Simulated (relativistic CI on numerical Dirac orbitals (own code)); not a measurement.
Radial parameters of Os L

These numbers are calculated, not measured: Dirac-Coulomb-Breit CI, separate exchange-only KLI orbitals for each configuration, model QED, unscaled Slater integrals (own radial code, finite nucleus).

Slater integrals F^k, G^k are unscaled and averaged over j, outside the closed core [Ne]; ζ comes from projecting the Hamiltonian with its Breit term on Σ l·s of the shell.

- 3s²3p⁶3d⁹: ζ(3d) = 244420 cm⁻¹; <r>(3d) = 0.1691, <r^2>(3d) = 0.03324 (bohr units).
- 3s²3p⁵3d¹⁰: ζ(3p) = 1.8972e+06 cm⁻¹; <r>(3p) = 0.1875, <r^2>(3p) = 0.0408 (bohr units).
- 3s²3p⁶3d⁸4s: F^2(3d,3d) = 605800, F^4(3d,3d) = 390830, ζ(3d) = 247880, G^2(3d,4s) = 63759 cm⁻¹; <r>(3d) = 0.1682, <r^2>(3d) = 0.03285, <r>(4s) = 0.3687, <r^2>(4s) = 0.1531 (bohr units).

Give the Racah parameters of the d shell in 3s²3p⁶3d⁸4s.

B = F²/49 − 5F⁴/441 = 7932 cm⁻¹ and C = 35F⁴/441 = 31018 cm⁻¹.

Averages of the first 10 configurations, taken without configuration mixing, which lowers the lowest level and can move excited configurations by several eV; other configurations of the list can lie among them:

```json
{"Configuration": "3s²3p⁶3d⁹", "Parity": "even", "States": "10", "Average energy above the lowest level (eV)": "30.6"}
{"Configuration": "3s²3p⁵3d¹⁰", "Parity": "odd", "States": "6", "Average energy above the lowest level (eV)": "592.2"}
{"Configuration": "3s3p⁶3d¹⁰", "Parity": "even", "States": "2", "Average energy above the lowest level (eV)": "1076.6"}
{"Configuration": "3s²3p⁶3d⁸4s", "Parity": "even", "States": "90", "Average energy above the lowest level (eV)": "1794.4"}
{"Configuration": "3s²3p⁶3d⁸4p", "Parity": "odd", "States": "270", "Average energy above the lowest level (eV)": "1976.7"}
{"Configuration": "3s²3p⁴3d¹⁰4s", "Parity": "even", "States": "30", "Average energy above the lowest level (eV)": "2906.9"}
{"Configuration": "3s²3p⁶3d⁸4d", "Parity": "even", "States": "450", "Average energy above the lowest level (eV)": "2185.0"}
{"Configuration": "3s²3p⁴3d¹⁰4p", "Parity": "odd", "States": "90", "Average energy above the lowest level (eV)": "3089.8"}
{"Configuration": "3s²3p⁵3d⁹4s", "Parity": "odd", "States": "120", "Average energy above the lowest level (eV)": "2346.4"}
{"Configuration": "3s²3p⁶3d⁸4f", "Parity": "odd", "States": "630", "Average energy above the lowest level (eV)": "2357.7"}
```
